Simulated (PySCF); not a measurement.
Cl4Ga (SMILES [Cl][Ga-]([Cl])([Cl])[Cl]), charge -1, singlet, geometry from GFN2-xTB (such geometries of metal compounds can be far from the true shape). Base run: R2SCAN/6-31G** (PySCF).

Here is a job for PySCF.
```python
from pyscf import gto, scf, dft

mol = gto.Mole()
mol.atom = '''
    Ga    0.000000    0.000000   -0.000000
    Cl    1.712787   -0.599084   -1.193301
    Cl    0.655374    0.491900    2.011226
    Cl   -0.937679    1.739129   -0.901498
    Cl   -1.430483   -1.631945    0.083574
'''
mol.basis = '6-31g**'
mol.charge = -1
mol.spin = 0
mol.verbose = 4
mol.build()

mf = dft.RKS(mol)
mf.xc = 'r2scan'
mf.kernel()
mf.analyze()
```

Each row names what was changed in the base input (with any setting that the change needs).

```json
[
 {"change": "base", "ΔE vs base (mEh)": "0.000", "fitting functions": "-"},
 {"change": "auxbasis = cc-pvtz-ri", "ΔE vs base (mEh)": "-9881.5", "fitting functions": "654"},
 {"change": "auxbasis = def2-tzvp-ri", "ΔE vs base (mEh)": "-9877.6", "fitting functions": "611"},
 {"change": "auxbasis = def2-svp-ri", "ΔE vs base (mEh)": "-13160.3", "fitting functions": "375"},
 {"change": "auxbasis = even-tempered beta=2.0", "ΔE vs base (mEh)": "-0.106", "fitting functions": "1010"},
 {"change": "auxbasis = def2-universal-jkfit", "ΔE vs base (mEh)": "-0.064", "fitting functions": "778"},
 {"change": "auxbasis = cc-pvqz-jkfit", "ΔE vs base (mEh)": "-0.166", "fitting functions": "810"},
 {"change": "auxbasis = autoaux", "ΔE vs base (mEh)": "-0.049", "fitting functions": "933"},
 {"change": "auxbasis = default (with mf = mf.density_fit())", "ΔE vs base (mEh)": "-0.181", "fitting functions": "619"},
 {"change": "auxbasis = even-tempered beta=1.6", "ΔE vs base (mEh)": "-0.006", "fitting functions": "1497"}
]
```

A fitting set is made for a task (jfit for Coulomb, jkfit for Coulomb and exchange, ri for correlation) and for a family of orbital bases.
